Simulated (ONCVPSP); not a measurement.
**What one change does to a pseudopotential (platinum (Pt), ONCV)**

Pt, optimised norm-conserving Vanderbilt (ONCV), made with ONCVPSP 4.0.1 (PBEsol, fully relativistic). Core [Kr] 4d10 4f14, reference 5s2 5p6 5d9 6s1. Waves: 5s+6s: rc 1.40 bohr, ncon 3, nbas 8, qcut 6.8 1/bohr, 2 projectors; 5p: rc 1.05 bohr, ncon 4, nbas 8, qcut 8.4 1/bohr, 2 projectors, debl 2 Ha; 5d: rc 1.80 bohr, ncon 5, nbas 10, qcut 7.9 1/bohr, 2 projectors, debl 1.3 Ha. Local part: polynomial inside 0.70 bohr (lpopt 5, dvloc0 0 Ha). Core correction: Teter function, fcfact 4.75, rcfact 1.65.

Open shells are filled in proportion to 2j + 1.

Change: all radii but the core radius scaled by about 0.91 (s 1.28, p 0.96, d 1.64 bohr); local potential polynomial inside 0.64 bohr (lpopt 5, dvloc0 0 Ha).

Cutoffs: the cutoffs (Ha) at which the residual kinetic energy of the hardest occupied pseudo-wave falls to 1 and 0.1 mHa per electron; they do not see the model core or the augmentation charge, which bear on the density cutoff. Errors are all-electron minus pseudo energies relative to the spin-unpolarised reference configuration.

Problem. How do hardness, ghosts and transferability respond?

Solution. The potential gets harder (96 Ha and 178 Ha → 102 Ha and 200 Ha); the bound ghosts move from s to p, s; the lowest positive-energy flag moves from p3/2 at 7.7 eV to p1/2 at 2.2 eV; of the 4 tests that both files solve, the error grows in 0 and shrinks in 1 by more than 15 % and 0.3 meV (median size 6.7 → 6.4 meV). A smaller radius makes the pseudo-wave follow the all-electron one further in, where it bends more sharply, so more plane waves are needed.

| quantity | base | changed |
| --- | --- | --- |
| cutoff, loose | 96 Ha | 102 Ha |
| cutoff, tight | 178 Ha | 200 Ha |
| loose cutoff by channel | s 20 Ha, p 96 Ha, d 20 Ha | s 24 Ha, p 102 Ha, d 20 Ha |
| bound ghosts | s | s, p3/2 |
| GHOST(+) flags under 300 eV | p3/2 at 7.7 eV, p1/2 at 121.2 eV, d3/2 at 290.2 eV | p1/2 at 2.2 eV, d5/2 at 209.4 eV, d3/2 at 251.1 eV |
| error for 5s2 5p6 5d9 6s0, meV [ΔE 9.24 eV] | -3.4 | -3.0 |
| error for 5s2 5p6 5d8 6s0, meV [ΔE 29.25 eV] | -1.1 | -0.8 |
| error for 5s2 5p6 5d7 6s0, meV [ΔE 61.50 eV] | -10 | -9.9 |
| error for 5s2 5p5 5d9 6s1, meV [ΔE 63.18 eV] | -25 | -25 |
| rms error of d²Exc/dni dnj with the model core, mHa | 2.05 | 2.04 |

 A true bound ghost makes a file unfit for plane-wave use even where its test errors are small: the radial tests pick states by their node count and pass the ghost by.
